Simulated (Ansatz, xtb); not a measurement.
BGaH4: where a starting geometry ends

The starting geometry of this gas-phase singlet has its atoms placed at random.

```xyz
6

B     1.0140   -0.0859    1.4428
Ga   -1.2779   -0.1515    0.9146
H     1.9220   -0.7273    0.6467
H    -0.8755   -1.5538   -0.4021
H     0.8667   -1.1207    1.0650
H    -0.9979   -0.4887   -0.3468
```

Q: Guess where an optimisation with r2SCAN-D4/def2-SVP ends from this start.

A: It ends as a structure given below by its coordinates. Distances that change by over a tenth: B1–H3 (1.37 → 1.21 Å), Ga2–H6 (1.34 → 1.59 Å). Contacts that close: B1–Ga2 (2.35 → 1.99 Å), B1–H4 (3.02 → 1.26 Å).

The energy falls by 7.80 eV over 23 steps:

```csv
step,E − E(last) (eV)
1,7.803
3,3.226
6,2.100
8,1.954
11,1.853
13,1.186
16,0.296
18,0.048
21,0.001
23,0.000
```

Final geometry (Å):

```xyz
6

B     0.8308   -0.8549    0.8807
Ga   -0.9803   -0.1674    0.4388
H     1.6834   -0.0169    0.6699
H     0.5601   -1.5341   -0.1472
H     0.8702   -1.5219    1.8919
H    -2.3130   -0.0327   -0.4138
```

From the same start GFN2-xTB reaches the same bonding as this run.

From so rough a start the end depends on the optimiser's path, so another program may land elsewhere. No frequencies were run, so the end isn't proven a minimum. Run with Ansatz 0.2.0, 27 s on 1 thread of Intel(R) Xeon(R) 6975P-C (Granite Rapids), with other jobs on the host.
